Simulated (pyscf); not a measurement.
**O=Ge=O (SMILES [O]=[Ge]=[O]), singlet**

Gas-phase minimum from PySCF at ωB97X-D3(BJ)/def2-SVP, one conformer. 

```
Ge
O 1 1.6117
O 1 1.6117 2 180.00
```
Charge 0, spin multiplicity 1.

Properties at ωB97X-D3(BJ)/def2-SVP:

```json
{
 "harmonic_wavenumbers_unscaled": "220, 220, 935, 1115 cm⁻¹",
 "zero_point_energy": "3.6 kcal/mol",
 "rotational_symmetry_number": "2",
 "Entropy of this conformer at 298 K and 1 atm, rigid rotor and harmonic oscillator, modes under 100 cm⁻¹ raised to 100": "244.0 J/(mol K)",
 "dipole_moment": "0.00 D"
}
```

Single-point totals, which compare only within one level (frozen core for MP2 and CC):

```tsv
level	total energy (hartree)
ωB97X-D3(BJ)/def2-TZVP	-2227.42885
PBE/def2-TZVP	-2227.02470
r²SCAN/def2-TZVP	-2227.39764
B3LYP-D3(BJ)/def2-TZVP	-2227.52028
PBE0-D3(BJ)/def2-TZVP	-2227.05055
M06-2X/def2-TZVP	-2227.41783
ωB97M-D3(BJ)/def2-TZVP	-2227.52306
HF/def2-TZVPP	-2225.08509
MP2/def2-TZVPP	-2225.81819
CCSD/def2-TZVPP	-2225.79038
CCSD(T)/def2-TZVPP	-2225.82793
```

The CCSD(T) − MP2 part came from Ansatz, without density fitting, on the same reference. The frozen core leaves the outer d or s,p core shells of the metals and heavy elements correlated in the MP2 and CC values, and def2-TZVPP describes them poorly, so these totals are far from the basis limit. Elements up to Kr have no core potential and no relativistic terms here.
